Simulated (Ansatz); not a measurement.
H2PbS (SMILES [SH][PbH]) moved off its minimum; all values from Ansatz (a first-principles code), cores frozen in correlated methods. Elements past Kr take the def2 small-core potentials, without spin–orbit coupling.
(charge 0, multiplicity 1)
```xyz
4

Pb    -0.01184    -0.37894     0.12689
H      0.93567    -1.35794    -0.98451
S      0.24744     1.54701    -1.26821
H     -0.50344     2.49596    -0.48105
```

Forces at MP2/def2-TZVPPD (eV/Å):

```tsv
atom	Fx	Fy	Fz
Pb1	-0.867	-0.823	1.869
H2	0.582	-0.488	-0.736
S3	-0.872	2.908	0.009
H4	1.157	-1.598	-1.142
```

Task: Give the forces (eV/Å), the total energy and the dipole at CCSD(T)/def2-TZVPPD.

Result: 
```
atom      Fx      Fy      Fz
----  ------  ------  ------
Pb1   -0.938  -0.827   1.991
H2     0.655  -0.576  -0.815
S3    -0.778   2.859  -0.124
H4     1.061  -1.456  -1.051
```
Energy -590.8549 hartree, dipole 2.04 D.
